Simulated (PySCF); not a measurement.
## Os: excitation energy

Os [Xe] 4f14 5d6 6s2 (5D) → Os [Xe] 4f14 5d7 6s1 (5F), as a difference of total energies. All numbers are calculated (PySCF 2.14, scalar relativity through the core potential, in aug-cc-pVQZ-PP with ECP60MDF). Correlated levels: valence: 5s2 5p6 frozen. The calculations carry no spin-orbit coupling.

```json
{"method": "UHF", "excitation energy (eV)": "0.692"}
{"method": "LDA", "excitation energy (eV)": "0.617"}
{"method": "PBE", "excitation energy (eV)": "0.392"}
{"method": "PBE0", "excitation energy (eV)": "0.393"}
{"method": "r2SCAN", "excitation energy (eV)": "0.468"}
{"method": "M06-L", "excitation energy (eV)": "0.549"}
{"method": "MN15", "excitation energy (eV)": "0.673"}
{"method": "BHandHLYP", "excitation energy (eV)": "0.590"}
{"method": "MP2 (valence)", "excitation energy (eV)": "0.554"}
{"method": "SCS-MP2 (valence)", "excitation energy (eV)": "0.545"}
```

Question: How much does correlation contribute at MP2 (valence)?

Answer: 0.554 − (0.692) = -0.138 eV, measured against UHF.

For comparison: 0.798 eV (measured; NIST levels, between the centres of gravity of the two terms).
